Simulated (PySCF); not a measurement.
C4HCl2F, SMILES C(C#C)(F)=C(Cl)Cl.

Coordinates come from a ωB97X-D3(BJ)/def2-SVP optimisation. This is a generated structure with no PubChem entry under its InChIKey; it may be hypothetical.

Calculation: PBE/def2-TZVP run with PySCF.

Symmetry labels are those of the subgroup Cs that the program uses (full group Cs).

Computed valence orbital energies around the gap with their symmetry:
```tsv
orbital	symmetry	energy (eV)
HOMO−7	A"	-10.12
HOMO−6	A'	-10.00
HOMO−5	A'	-8.65
HOMO−4	A"	-8.39
HOMO−3	A'	-8.11
HOMO−2	A"	-8.09
HOMO−1	A'	-7.46
HOMO	A"	-6.02
LUMO	A"	-2.37
LUMO+1	A'	-1.54
LUMO+2	A'	-1.05
LUMO+3	A'	0.20
```
